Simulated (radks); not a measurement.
Values are calculated unless marked as measured or tabulated.
All-electron atom: Ar+ in [He] 2s2 2p5.75 3s2 3p5.25 (fractional occupations, a model configuration). Code: a radial shooting solver on a logarithmic mesh with Libxc functionals. Model: scalar-relativistic Kohn-Sham, B86b exchange with PBE correlation, spin-unpolarised, spherical densities, finite nucleus; Fermi nuclear charge, rms radius 3.4274 fm.

Radial electron density D(r) = 4 pi r^2 rho(r):

r (bohr)  D(r) (e/bohr)
0.009284          3.094
0.01038           3.714
0.01171           4.492
0.0132            5.401
0.01488           6.449
0.01678           7.643
0.01892           8.979
0.02133           10.45
0.02405           12.03
0.02712           13.67
0.03058           15.34
0.03448           16.94
0.03887           18.40
0.04383           19.61
0.04941           20.48
0.05572           20.91
0.06282           20.85
0.07083           20.29
0.07986           19.30
0.09004           18.00
0.1015            16.61
0.1145            15.38
0.128             14.61
0.1444            14.39
0.1628            14.88
0.1835            16.04
0.2069            17.61
0.2333            19.21
0.263             20.38
0.2966            20.69
0.3344            19.88
0.377             17.93
0.4251            15.10
0.4793            11.87
0.5404            8.807
0.6093            6.426
0.6869            5.004
0.7745            4.543
0.8733            4.788
0.9846            5.321
1.11              5.729
1.252             5.736
1.411             5.261
1.579             4.467
1.78              3.428
2.007             2.395
2.263             1.520
2.551            0.8743
2.876            0.4532
3.243            0.2101
3.656           0.08601
4.123           0.03064
4.648          0.009329
5.241          0.002382

D(r) has 3 maxima, at r = 0.0585, 0.290, 1.18 bohr, and minima at 0.141, 0.781 bohr, inside which lie 2.17, 10.09 electrons.
